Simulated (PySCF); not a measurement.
Computed IR spectrum (relative IR intensity) of a molecule C₃H₉BClN. Geometry: PBE-D3(BJ)/def2-SVP. Other conformers were not sampled. Calculation: PBE-D3(BJ)/def2-SVP in PySCF 2.14.0. Frequencies are harmonic and unscaled.

ν (cm⁻¹): 278 (vw), 376 (vw), 570 (w), 780 (vw), 839 (w), 954 (w), 1032 (s), 1045 (w), 1132 (s), 1217 (m), 1274 (m), 1382 (vw), 1392 (s), 1411 (w), 1420 (w), 1423 (w), 1510 (vs), 2931 (m), 2937 (s), 2968 (vw), 2989 (m), 2998 (w), 3041 (w), 3088 (w), 3103 (w) (against the strongest line: vs over 80 %, s over 45 %, m over 15 %, w over 4 %, vw less)

Q: Which molecule gave these data?
A) CC(C)NBCl
B) CCN(C)BCl
C) CB(Cl)N(C)C

A: C, CB(Cl)N(C)C
